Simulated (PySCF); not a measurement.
## Electron correlation in C (carbon, neutral)

[He] 2s1 2p2 3s1, high-spin 5P determinant (an excited configuration). Calculation: PySCF 2.14, in aug-cc-pVQZ-DK; scalar relativity by spin-free X2C-1e. Frozen: 1s2; 4 electrons correlated.

```tsv
level	correlation energy (mhartree)
CCSD	-22.52
(T)	-0.21
CCSD(T)	-22.73
```

Diagnostics: T1 = 0.0069, D1 = 0.0173, largest double amplitude 0.033.

The outer electron is Rydberg-like, and this basis confines it to a smaller radius and binds it less than a complete one would.

Cost of the coupled-cluster step: of the order of 6 core-seconds, for 4 correlated electrons.

Iterations:

```
CC2 = 0
CCSD nocc = (np.int64(4), np.int64(0)), nmo = (79, 79)
frozen orbitals [[0], [0]]
max_cycle = 100
direct = 0
conv_tol = 1e-08
conv_tol_normt = 1e-06
diis_space = 8
diis_start_cycle = 0
Init t2, MP2 energy = -0.0168008403082893
Init E_corr(UCCSD) = -0.0168008403086125
cycle = 1  E_corr(UCCSD) = -0.0206317073055867  dE = -0.003830867  norm(t1,t2) = 0.0237265
cycle = 2  E_corr(UCCSD) = -0.0217436120468827  dE = -0.00111190474  norm(t1,t2) = 0.0108505
cycle = 3  E_corr(UCCSD) = -0.0224829235837999  dE = -0.000739311537  norm(t1,t2) = 0.00622481
cycle = 4  E_corr(UCCSD) = -0.0224381902470638  dE = 4.47333367e-05  norm(t1,t2) = 0.00299339
cycle = 5  E_corr(UCCSD) = -0.0225169767786963  dE = -7.87865316e-05  norm(t1,t2) = 0.00151572
cycle = 6  E_corr(UCCSD) = -0.0225138677107044  dE = 3.10906799e-06  norm(t1,t2) = 0.000280755
cycle = 7  E_corr(UCCSD) = -0.0225164338342376  dE = -2.56612353e-06  norm(t1,t2) = 6.11612e-05
cycle = 8  E_corr(UCCSD) = -0.0225161005273588  dE = 3.33306879e-07  norm(t1,t2) = 2.77438e-05
cycle = 9  E_corr(UCCSD) = -0.0225155493745574  dE = 5.51152801e-07  norm(t1,t2) = 3.19742e-05
cycle = 10  E_corr(UCCSD) = -0.022515729943811  dE = -1.80569254e-07  norm(t1,t2) = 2.56628e-06
cycle = 11  E_corr(UCCSD) = -0.0225157374526617  dE = -7.50885068e-09  norm(t1,t2) = 6.37505e-07
UCCSD converged
E(UCCSD) = -37.32548781418485  E_corr = -0.02251573745266169
UCCSD(T) correction = -0.000213449288908087
```
